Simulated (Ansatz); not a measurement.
The cluster Li₄H⁺, relaxed as a singlet with RKS PBE0-D4/def2-TZVP in Ansatz, starting from the GFN1-xTB geometry. Force threshold 0.02 eV/Å.

The structure comes from a short search, and lower isomers may exist.

Start:

Cartesian coordinates in Å:
```
Li 1.6039 1.2072 1.1349
Li -1.0613 0.8766 -0.3496
Li -0.3063 -1.2771 0.6514
Li 1.2857 -0.0516 -1.0356
H -1.5220 -0.7551 -0.4011
```

```json
{"step": "1", "energy (eV)": "-826.9520", "largest force component (eV/Å)": "1.060", "SCF passes": "19"}
{"step": "2", "energy (eV)": "-827.2706", "largest force component (eV/Å)": "0.300", "SCF passes": "22"}
{"step": "3", "energy (eV)": "-827.3443", "largest force component (eV/Å)": "0.109", "SCF passes": "24"}
{"step": "4", "energy (eV)": "-827.3758", "largest force component (eV/Å)": "0.175", "SCF passes": "22"}
{"step": "5", "energy (eV)": "-827.3841", "largest force component (eV/Å)": "0.283", "SCF passes": "22"}
{"step": "6", "energy (eV)": "-827.4052", "largest force component (eV/Å)": "0.047", "SCF passes": "22"}
{"step": "7 (rejected)", "energy (eV)": "-827.4051", "largest force component (eV/Å)": "0.034", "SCF passes": "19"}
{"step": "8", "energy (eV)": "-827.4090", "largest force component (eV/Å)": "0.008", "SCF passes": "19"}
```

Force components are those of the run's own axes.

End:

Cartesian coordinates in Å:
```
Li 1.621 1.219 1.252
Li -1.335 0.828 -0.547
Li -0.458 -1.465 0.599
Li 1.962 0.053 -1.379
H -1.790 -0.636 0.074
```

Bonds lost: Li2–Li4, Li3–Li4 (atoms count from 1). The end holds 2 separate pieces.

No frequencies were taken in this run, so the end may be a saddle point.

It took 2.6 s on 4 threads of Arm Neoverse V2 on a shared host.
